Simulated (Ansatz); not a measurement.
```yaml
crystal:
  periodic: [false, false, false]
  atoms:
    - {symbol: Nb, position_ang: [-0.689744, -0.494376, 1.294982]}
    - {symbol: Nb, position_ang: [0.183285, -1.073842, -1.047692]}
    - {symbol: O, position_ang: [0.802223, 0.412054, -1.601053]}
    - {symbol: O, position_ang: [-0.295764, 1.156164, 1.353763]}
basis:
  gaussian: {orbitals: def2-SVPD}
total_charge: -1
magnetization: {spin_polarized: true, initial_magnetization: 1}
hamiltonian: {xc: {name: wPBEh}}
scf: {omitted_lower_state_checks: [starts]}
```

```sh
$ ansatz run in.yaml --threads 4 --pin off --events-out ev --progress --plain --max-ram 3916MiB
```

Output, abridged:

```
Functional definition: wPBEh
1014 factors; their error is unknown
100 factors; integrals over basis functions are off by at most 5.5e-6 eV
mean field evaluation 1: about -7182.0736 eV, gradient 3.1e1 eV
mean field evaluation 2: about -7125.2671 eV, gradient 1.2e2 eV
mean field evaluation 4: about -7184.0116 eV, gradient 2.4e1 eV
mean field evaluation 8: about -7187.1486 eV, gradient 1.6e0 eV
mean field evaluation 16: about -7187.2209 eV, gradient 1.1e-1 eV
mean field -7187.33053883 eV, -264.1295255543 hartree, gradient 1.0e-5 eV, S^2 1.472811; 0 other end points of the search recorded, 0 dependent functions left out
reference -7187.33057721 eV, -264.1295269649 hartree; 22, 21 occupied and 92, 93 virtual orbitals, 1014 factors
Total energy: -7187.33057721 eV, -264.1295269649 hartree
Checks for a lower state left out: starts
```

Run time 10 s (4 threads of Arm Neoverse V2 on a shared host).

In the def2 sets Nb takes a core potential; there is no spin–orbit coupling. The charge -1 doublet is spin-contaminated (final ⟨S²⟩ up to 1.47, 0.75 for a pure state).
